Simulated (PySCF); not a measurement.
State search for AlSn⁺

Unrestricted PBE0; basis Al x2c-SVPall, Sn x2c-SVPall; spin-free X2C with a Gaussian nucleus; PySCF 2.14. Outer shells of the fragments: Al+ 3s2; Sn 4d10 5s2 5p2.

Followed along the bond (rough minima from three points):

```
2Ms+1  unpaired  ⟨S²⟩ at the start  R at minimum (Å)  Te (eV)
    3  σ ↑, π ↑               2.01              3.01     0.00
    1  σ ↓, π ↑               1.02              2.96     0.17
    3      π ↑↑               2.01              2.66     0.36
    1      π ↑↓               1.01              2.67     0.58
    1      none               0.00              2.68     1.19
```

Solutions found at the starting distance of 2.645 Å, counted from the lowest of them; the search is not exhaustive and high or unbound solutions are not listed, so other states can lie among these:

```json
{"2Ms+1": "3", "unpaired": "σ ↑, π ↑", "term": "³Π", "E (eV)": "0.00", "⟨S²⟩": "2.01", "⟨Lz²⟩": "1.00", "μ (D)": "-3.98"}
{"2Ms+1": "1", "unpaired": "σ ↓, π ↑", "term": "mixed", "E (eV)": "0.15", "⟨S²⟩": "1.02", "⟨Lz²⟩": "1.00", "μ (D)": "-4.01"}
{"2Ms+1": "3", "unpaired": "π ↑↑", "term": "³Σ⁻", "E (eV)": "0.16", "⟨S²⟩": "2.01", "⟨Lz²⟩": "0.00", "μ (D)": "-5.16"}
{"2Ms+1": "1", "unpaired": "π ↑↓", "term": "mixed", "E (eV)": "0.38", "⟨S²⟩": "1.01", "⟨Lz²⟩": "2.01", "μ (D)": "-5.04"}
{"2Ms+1": "1", "unpaired": "none", "term": "mixed", "E (eV)": "0.99", "⟨S²⟩": "0.00", "⟨Lz²⟩": "2.00", "μ (D)": "-4.76"}
{"2Ms+1": "1", "unpaired": "none", "term": "¹Σ⁺", "E (eV)": "1.08", "⟨S²⟩": "0.00", "⟨Lz²⟩": "0.00", "μ (D)": "-1.67"}
```

A term symbol is given only where ⟨S²⟩ and ⟨Lz²⟩ are close to those of a pure state; real π, δ and φ orbitals otherwise mix terms. A positive dipole points towards Sn; it is taken about the centre of mass and depends on that origin.

Spin–orbit coupling is left out.
